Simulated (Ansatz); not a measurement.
`CC[N](C)[Hf]([Cl])([Cl])[Cl]` + H–F → `[F][Hf]([Cl])([Cl])[Cl]` + ethylmethylamine at 600 K and 1 bar (ligand exchange at the Hf–N bond).

Program: Ansatz. Geometries: PBE0-D4/def2-TZVP. ΔE: electronic, gas phase. CBS: MP2 limit from def2 TZ/QZ plus the TZ coupled-cluster correction, frozen cores. This one scheme is used for every species. Elements past krypton have def2 core potentials. For Hf outer-core shells are correlated without core-valence functions, which leaves a few kJ/mol of doubt a bond. Each species was taken in one conformer, which may not be the lowest.

```json
{"species": "`CC[N](C)[Hf]([Cl])([Cl])[Cl]`", "CCSD(T)/CBS energy (Eh)": "-1601.18678", "H − E (kJ/mol)": "397.3", "S (J/(mol·K))": "641.0"}
{"species": "H–F", "CCSD(T)/CBS energy (Eh)": "-100.39570", "H − E (kJ/mol)": "42.3", "S (J/(mol·K))": "194.0"}
{"species": "`[F][Hf]([Cl])([Cl])[Cl]`", "CCSD(T)/CBS energy (Eh)": "-1527.34680", "H − E (kJ/mol)": "67.1", "S (J/(mol·K))": "445.7"}
{"species": "`CCNC`", "CCSD(T)/CBS energy (Eh)": "-174.26710", "H − E (kJ/mol)": "371.8", "S (J/(mol·K))": "385.5"}
```

H − E and S are ideal-gas, rigid-rotor, harmonic terms from PBE0-D4/def2-TZVP, for one conformer and one mirror image of each species. 1 Eh = 2625.50 kJ/mol, R = 8.31446 J/(mol·K).

Q: By hand: ΔE, ΔH, ΔS and ΔG.

A: ΔE = (-1527.34680) + (-174.26710) − (-1601.18678) − (-100.39570) = -0.03142 Eh = -82.5 kJ/mol. Δ(H − E) = 67.1 + 371.8 − 397.3 − 42.3 = -0.7, so ΔH = -83.2 kJ/mol. ΔS = 445.7 + 385.5 − 641.0 − 194.0 = -3.8 J/(mol·K). ΔG = -83.2 − 600 × (-3.8)/1000 = -80.9 kJ/mol.

Q: By hand: the equilibrium constant, and the temperature at which ΔG would vanish if ΔH and ΔS stayed fixed.

A: log₁₀ K = −ΔG/(RT ln 10) = 7.0. ΔG = 0 at ΔH/ΔS = 21895 K, far beyond where these terms or the molecules hold.

The number of gas molecules stays the same, so ΔS is small and ΔH decides. A doubt of 5 kJ/mol in ΔE shifts log₁₀ K by 0.4 here. Other conformers and mirror images would add mixing entropy, several J/(mol·K) or more a flexible species. Modes under 60 cm⁻¹, often nearly free rotors, make the harmonic entropy too high. These are equilibria of isolated gas molecules and say nothing of rates. Largest T1 diagnostic: 0.014 (customary marks: 0.02 for closed shells, 0.045 for open ones).
